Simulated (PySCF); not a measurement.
## Löwdin shares of the frontier orbitals

Compound: SiIMe3, C3H9ISi.
Z-matrix (Å and degrees, PBE0-D3(BJ)/def2-SVP geometry), rows numbered from 1:
```
Si
I   1  2.4835
C   1  1.8724  2  107.20
H   3  1.1002  1  111.01  2   -58.44
H   3  1.1028  1  109.82  2  -178.26
H   3  1.1002  1  110.92  2    61.97
C   1  1.8724  2  107.26  3  -119.91
H   7  1.1002  1  110.97  2   -61.46
H   7  1.1025  1  109.90  2   178.73
H   7  1.1002  1  110.99  2    58.91
C   1  1.8722  2  107.22  3   120.00
H  11  1.1001  1  110.99  2    61.31
H  11  1.0998  1  110.90  2   -58.98
H  11  1.1027  1  109.98  2  -178.83
```

Computed with TDDFT CAM-B3LYP/def2-SVPD, vertical, gas phase, core orbitals frozen in the response, def2 core potentials past Kr (PySCF). Spin–orbit coupling is left out.

Kohn–Sham orbitals with the atoms that hold most of them (Löwdin shares over 4%, at most four atoms; ? is withheld):

```json
{"orbital": "LUMO+2", "ε (eV)": "1.66", "atoms": "I2 71%, H13 5%, H10 4%, C11 4%"}
{"orbital": "LUMO+1", "ε (eV)": "1.01", "atoms": "I2 17%, Si1 14%, C11 10%, C7 10%"}
{"orbital": "LUMO", "ε (eV)": "0.80", "atoms": "?"}
{"orbital": "HOMO", "ε (eV)": "-8.48", "atoms": "I2 86%, Si1 7%"}
{"orbital": "HOMO-1", "ε (eV)": "-8.48", "atoms": "I2 86%, Si1 7%"}
{"orbital": "HOMO-2", "ε (eV)": "-9.95", "atoms": "I2 59%, Si1 18%, C3 6%, C11 6%"}
{"orbital": "HOMO-3", "ε (eV)": "-10.57", "atoms": "C7 26%, C3 24%, Si1 21%, H8 5%"}
```

(1) Which atoms hold the LUMO, and with what shares?

Answers

(1) I2 (bonded to Si) 63%; Si1 (bonded to 3 C and I) 17%; C11 (bonded to Si and 3 H) 4%; C7 (bonded to Si and 3 H) 4%. By element: iodine 63%, silicon 17%, carbon 8% or more.

Within 0.005 eV of a neighbour in this list lie HOMO-1/HOMO.

Problem. How does S1 compare with the orbital gap of 9.28 eV?

Solution. S1 is at 5.95 eV (f = 0.011), 3.33 eV below the gap, made of HOMO-1/HOMO→LUMO (≥77%), HOMO-1/HOMO→LUMO+1 (≥9%). S1/S2 lie within about 0.01 eV of each other. 

Next come S2 at 5.95 eV (f 0.011), HOMO-1/HOMO→LUMO (≥77%), HOMO-1/HOMO→LUMO+1 (≥9%); S3 at 6.90 eV (f 0.107), HOMO-1/HOMO→LUMO+1 (≥64%), HOMO-1/HOMO→LUMO+4 (≥16%), HOMO-1/HOMO→LUMO (≥14%); S4 at 6.90 eV (f 0.108), HOMO-1/HOMO→LUMO+1 (≥64%), HOMO-1/HOMO→LUMO+4 (≥16%), HOMO-1/HOMO→LUMO (≥14%); S5 at 7.63 eV (f 0.0002), HOMO-1/HOMO→LUMO+2 (≥39%), HOMO-1/HOMO→LUMO+3 (≥36%).

Orbitals of the list HOMO-3 to LUMO+2 that lie within 0.01 eV of each other are written together with a slash and their weights summed (≥ marks a lower bound); for degenerate orbitals outside that list single weights are arbitrary.

Hardware: one thread of an Intel Xeon at 2.50 GHz, shared host with 64 logical CPUs at a one-minute load of 63. Cost: 3.3 min wall, 2.4 min CPU (grids of density and orbitals included), 1.1 GiB resident at most.
